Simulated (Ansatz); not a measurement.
BGeH6NSe (`B[Se][GeH2][NH2]`). The species carries charge 0 and has multiplicity 1.

Z-matrix (Å, degrees):
```
Ge
Se 1 2.400
N 1 1.825 2 115.6
H 1 1.534 2 106.6 3 -119.9
H 1 1.534 2 106.5 3 119.9
B 2 1.898 1 101.1 3 0.9
H 3 1.011 1 114.4 2 -63.1
H 3 1.011 1 114.4 2 62.8
H 6 1.192 2 121.9 1 -0.1
H 6 1.192 2 116.1 1 180.0
```

(1) What are the harmonic wavenumbers in cm⁻¹ at PBE0-D4/def2-TZVP (Ansatz, finite differences of forces, unscaled)? (An estimate is asked.)

## Answers

(1) Ansatz gave: 23i, 171, 197, 215, 267, 365, 468, 580, 665, 694, 699, 753, 792, 855, 916, 939, 1174, 1585, 2165, 2174, 2600, 2704, 3561, 3654.
